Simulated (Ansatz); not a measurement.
SiFCl2, SMILES Cl[Si](Cl)F, multiplicity 2.

Geometry: PBE0-D3(BJ)/def2-SVP.

Two levels are set side by side: PBE/def2-SVPD (Ansatz, an electronic-structure program) and CAM-B3LYP/def2-SVPD (Ansatz). Energy differences of separate SCF runs at the same geometry; the states with an electron removed or added have multiplicity 1 and 1. Differences are taken from unrounded values.

```json
[
 {"quantity": "vertical ionisation energy (eV)", "PBE": "9.53"},
 {"quantity": "vertical electron affinity (eV)", "PBE": "1.89"}
]
```

Task: These are the PBE values. What does CAM-B3LYP give? (The exact figures need the calculation; the answer reports its results.)

Result: 
```csv
quantity,CAM-B3LYP,PBE minus CAM-B3LYP
vertical ionisation energy (eV),9.91,-0.38
vertical electron affinity (eV),2.01,-0.12
```
